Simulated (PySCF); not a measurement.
First SCF of a structure search on triplet Mo₃, at a hand-made equilateral triangle geometry. PySCF input:

```python
from pyscf import gto, scf, dft
mol = gto.M(atom='''
Mo     0.000000     1.593500     0.000000
Mo     1.380000    -0.796700     0.000000
Mo    -1.380000    -0.796700     0.000000''',
    basis={'Mo': 'def2-TZVP'},
    ecp={'Mo': 'def2-TZVP'},
    charge=0, spin=2)
mf = dft.UKS(mol, xc='PBE0')
mf.grids.atom_grid = (50, 194)
aux = {'Mo': 'def2-universal-JKFIT'}
mf = mf.density_fit(auxbasis=aux)
mf.conv_tol = 1e-08
mf.diis_space = 10
mf.max_cycle = 60
mf.init_guess = 'minao'
mf.verbose = 4
mf.kernel()
```

Excerpt of the output (cycles alone); a level shift of 0.3 Eh and then a second-order solver take over where DIIS stalls:

```
init E= -184.793924370842
cycle= 1 E= -203.330164168596  delta_E= -18.5  |g|= 1.16  |ddm|= 4.66
cycle= 2 E= -189.887058874595  delta_E= 13.4  |g|= 3.44  |ddm|=   18
cycle= 3 E= -204.032405843476  delta_E= -14.1  |g|= 0.563  |ddm|=   18
cycle= 4 E= -198.893375795624  delta_E= 5.14  |g|= 2.47  |ddm|= 1.98
cycle= 5 E= -203.195435862212  delta_E= -4.3  |g|= 1.49  |ddm|= 2.25
cycle= 6 E= -203.203079939272  delta_E= -0.00764  |g|= 1.48  |ddm|= 0.175
cycle= 7 E= -203.824000513578  delta_E= -0.621  |g|= 0.92  |ddm|= 0.365
cycle= 8 E= -203.315368289505  delta_E= 0.509  |g|= 1.41  |ddm|= 0.335
cycle= 9 E= -203.399866451984  delta_E= -0.0845  |g|= 1.35  |ddm|= 0.0816
cycle= 10 E= -203.362940765189  delta_E= 0.0369  |g|= 1.37  |ddm|= 0.0398
cycle= 11 E= -203.375130237777  delta_E= -0.0122  |g|= 1.37  |ddm|= 0.0299
cycle= 12 E= -203.091699952019  delta_E= 0.283  |g|= 1.57  |ddm|= 0.14
cycle= 13 E= -203.777299868502  delta_E= -0.686  |g|= 0.983  |ddm|= 0.378
... 38 lines left out ...
cycle= 52 E= -204.230123863587  delta_E= 0.000505  |g|= 0.00995  |ddm|= 0.0478
cycle= 53 E= -204.230514212937  delta_E= -0.00039  |g|= 0.0072  |ddm|= 0.0488
cycle= 54 E= -204.230955743561  delta_E= -0.000442  |g|= 0.00677  |ddm|= 0.0546
cycle= 55 E= -204.231172852775  delta_E= -0.000217  |g|= 0.00551  |ddm|= 0.0277
cycle= 56 E= -204.231458725978  delta_E= -0.000286  |g|= 0.00544  |ddm|= 0.0389
cycle= 57 E= -204.231105159657  delta_E= 0.000354  |g|= 0.00809  |ddm|= 0.062
cycle= 58 E= -204.23129461145  delta_E= -0.000189  |g|= 0.00685  |ddm|= 0.0393
cycle= 59 E= -204.231080513813  delta_E= 0.000214  |g|= 0.0065  |ddm|= 0.0264
cycle= 60 E= -204.231297502138  delta_E= -0.000217  |g|= 0.00588  |ddm|= 0.0305
SCF not converged.
init E= -184.793924370842
cycle= 1 E= -203.379413297077  delta_E= -18.6  |g|= 1.14  |ddm|= 4.57
cycle= 2 E= -202.137739151716  delta_E= 1.24  |g|=  2.1  |ddm|= 2.87
cycle= 3 E= -203.839937176249  delta_E= -1.7  |g|= 0.737  |ddm|= 1.28
cycle= 4 E= -204.072176601461  delta_E= -0.232  |g|= 0.253  |ddm|= 0.767
cycle= 5 E= -204.119248898461  delta_E= -0.0471  |g|= 0.0937  |ddm|= 0.561
cycle= 6 E= -204.133166721506  delta_E= -0.0139  |g|= 0.0537  |ddm|= 0.301
cycle= 7 E= -204.141612632525  delta_E= -0.00845  |g|= 0.0374  |ddm|= 0.189
cycle= 8 E= -204.148115374568  delta_E= -0.0065  |g|= 0.0345  |ddm|= 0.132
cycle= 9 E= -204.154788975598  delta_E= -0.00667  |g|= 0.0341  |ddm|= 0.119
cycle= 10 E= -204.159292120361  delta_E= -0.0045  |g|= 0.0367  |ddm|= 0.0798
cycle= 11 E= -204.162660028739  delta_E= -0.00337  |g|= 0.0402  |ddm|= 0.0602
cycle= 12 E= -204.165383079386  delta_E= -0.00272  |g|= 0.0423  |ddm|= 0.0496
cycle= 13 E= -204.166977824308  delta_E= -0.00159  |g|= 0.0459  |ddm|= 0.0343
... 58 lines left out ...
cycle= 72 E= -204.196634562237  delta_E= -0.00355  |g|= 0.034  |ddm|= 0.0961
cycle= 73 E= -204.199876661088  delta_E= -0.00324  |g|= 0.033  |ddm|= 0.0754
cycle= 74 E= -204.202606976542  delta_E= -0.00273  |g|= 0.0327  |ddm|= 0.0639
cycle= 75 E= -204.204678333285  delta_E= -0.00207  |g|= 0.0299  |ddm|= 0.047
cycle= 76 E= -204.206153525382  delta_E= -0.00148  |g|= 0.0297  |ddm|= 0.0424
cycle= 77 E= -204.207409006679  delta_E= -0.00126  |g|= 0.0296  |ddm|= 0.0288
cycle= 78 E= -204.207824284963  delta_E= -0.000415  |g|= 0.03  |ddm|= 0.0253
cycle= 79 E= -204.210606350197  delta_E= -0.00278  |g|= 0.0286  |ddm|= 0.0497
cycle= 80 E= -204.212931564064  delta_E= -0.00233  |g|= 0.0292  |ddm|= 0.0416
SCF not converged.
macro= 0  E= -204.229557655668  delta_E= -0.0166261  |g|= 0.0292224  1 KF 5 JK
macro= 1  E= -204.334737326768  delta_E= -0.10518  |g|= 0.0989664  4 KF 20 JK
macro= 2  E= -204.346218453399  delta_E= -0.0114811  |g|= 0.0255365  3 KF 13 JK
macro= 3  E= -204.372139965312  delta_E= -0.0259215  |g|= 0.00510485  4 KF 17 JK
macro= 4  E= -204.372167782636  delta_E= -2.78173e-05  |g|= 5.77997e-05  3 KF 13 JK
macro= 5  E= -204.372167782635  delta_E= 5.68434e-14  |g|= 3.40111e-05  1 KF 2 JK
macro X = 6  E=-204.372167782635  |g|= 3.40111e-05  total 17 KF 77 JK
converged SCF energy = -204.372167782635  <S^2> = 6.9589844  2S+1 = 5.3699104
```

No lower solution of this spin was found from smeared starts or by a stability analysis within the unrestricted form.

Other spin states or occupations of the open shell can lie lower.

The search for the lowest solution, 3 starts and the stability check together, took 110 s on 4 threads of a shared Intel Xeon 6975P-C (Granite Rapids) host, with 120 basis functions.
